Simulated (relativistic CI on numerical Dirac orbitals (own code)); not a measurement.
What each ingredient does to the levels of Dy+

Base calculation: Dirac-Coulomb-Breit CI, KLI orbitals optimised for each configuration, QED by a radiative potential, valence Slater integrals scaled by 0.85, P86 correlation energy added to each configuration.

Configurations in the expansion (outside the closed core [Xe]): 4f10 6s, 4f9 6s2, 4f10 6p, 4f10 5d, 4f10 7s, 4f11, 4f10 7p. The list is cut by size and lacks configurations that can hold low levels.

Variants: (1) self-excluded LDA correlation estimate; (2) no correlation estimate. Shifts of the energy above 4f9 6s2 6H°_15/2, in cm⁻¹, for the lowest level and the first level of each name with at least 55 % of one term (blank where a level changes its place among those of its configuration and J or its character, or is not in the variant):

| Level | Base | Δ(1) | Δ(2) |
| --- | --- | --- | --- |
| 4f9 6s2 6H°_15/2 | 0.0 | 0.0 | 0.0 |
| 4f10 6s 6I_17/2 | 1931.9 | -500.4 | +4714.3 |
| 4f10 6s 4I_15/2 | 3050.6 | -499.1 | +4713.4 |
| 4f9 6s2 6H°_13/2 | 3498.0 | 0.0 | 0.0 |
| 4f9 6s2 6H°_11/2 | 5844.4 | 0.0 | 0.0 |
| 4f10 6s 6I_15/2 | 6427.0 | -500.0 | +4714.1 |
| 4f9 6s2 6H°_9/2 | 7671.8 | 0.0 | 0.0 |
| 4f9 6s2 6F°_11/2 | 8600.9 | 0.0 | 0.0 |
| 4f9 6s2 6H°_7/2 | 9094.0 | 0.0 | 0.0 |
| 4f10 6s 6I_11/2 | 9630.4 | -500.1 | +4714.1 |
| 4f9 6s2 6F°_9/2 | 9730.9 | 0.0 | 0.0 |
| 4f9 6s2 6H°_5/2 | 10148.7 | 0.0 | 0.0 |
| 4f10 6s 6I_9/2 | 11565.3 | -500.3 | +4714.3 |
| 4f9 6s2 6F°_7/2 | 11717.3 | 0.0 | 0.0 |

Correlation outside the listed configurations is missing or only estimated: errors of thousands of cm⁻¹ between configurations and terms are usual at this charge. Rates and lifetimes follow the computed energies and can be off by large factors. The fine structure of a lone outer electron comes out too small, for d and f at times inverted, and misplaced configurations move strength between like terms. 5 of the 31 excited levels that our extract of the measured tables holds in this range could be paired (the sources list more); they are missed by 9421 cm⁻¹ on average and 14268 at most, and levels without a partner can miss by more. Some levels of the ground configuration have no partner and can miss by 10 % or more. The computed lowest level isn't the tabulated ground level, which NIST ASD gives as 4f10 (5I<8>) 6s<1/2> (8,1/2)17/2.

Ionisation energy from the two ground configurations alone: base 11.21 eV; self-excluded LDA correlation estimate 11.34 eV; no correlation estimate 10.68 eV. The NIST ASD value (semi-empirical) is 11.647 eV. The gap of more than 2 % comes from missing correlation, or from a tabulated value that is itself an estimate.

LS names give the leading component of a level, which can be under half, so a name can repeat, a term be missing and a line seem to break the LS rules.
